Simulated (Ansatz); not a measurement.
`C[SiH](N)O` → CH₃NH₂ + `O[SiH]` at 400 K and 1 bar (silylene formation by 1,1-elimination).

Computed with Ansatz on PBE0-D4/def2-TZVP structures; ΔE is electronic, products minus reactants. CCSD(T)/CBS is the MP2 limit (def2-TZVPP, def2-QZVPP) plus CCSD(T) − MP2 in def2-TZVPP, frozen cores. This one scheme is used for every species. One conformer a species, not always the lowest.

```csv
species,CCSD(T)/CBS energy (Eh),H − E (kJ/mol),S (J/(mol·K))
`C[SiH](N)O`,-461.32134,258.5,364.5
CH₃NH₂,-95.75281,185.4,256.0
`O[SiH]`,-365.43832,70.5,255.7
```

H − E and S are ideal-gas, rigid-rotor, harmonic terms from PBE0-D4/def2-TZVP, for one conformer and one mirror image of each species. 1 Eh = 2625.50 kJ/mol, R = 8.31446 J/(mol·K).

**Question.** By hand: ΔE, ΔH, ΔS and ΔG.

**Answer.** ΔE = (-95.75281) + (-365.43832) − (-461.32134) = 0.13021 Eh = 341.9 kJ/mol. Δ(H − E) = 185.4 + 70.5 − 258.5 = -2.6, so ΔH = 339.3 kJ/mol. ΔS = 256.0 + 255.7 − 364.5 = 147.2 J/(mol·K). ΔG = 339.3 − 400 × (147.2)/1000 = 280.4 kJ/mol.

**Question.** By hand: the equilibrium constant, and the temperature at which ΔG would vanish if ΔH and ΔS stayed fixed.

**Answer.** log₁₀ K = −ΔG/(RT ln 10) = -36.6. ΔG = 0 at ΔH/ΔS = 2305 K.

The number of gas molecules changes by +1, which sets the sign of ΔS. A doubt of 5 kJ/mol in ΔE shifts log₁₀ K by 0.7 here. Other conformers and mirror images would add mixing entropy, several J/(mol·K) or more a flexible species. These are equilibria of isolated gas molecules and say nothing of rates. Largest T1 diagnostic: 0.016 (customary marks: 0.02 for closed shells, 0.045 for open ones).
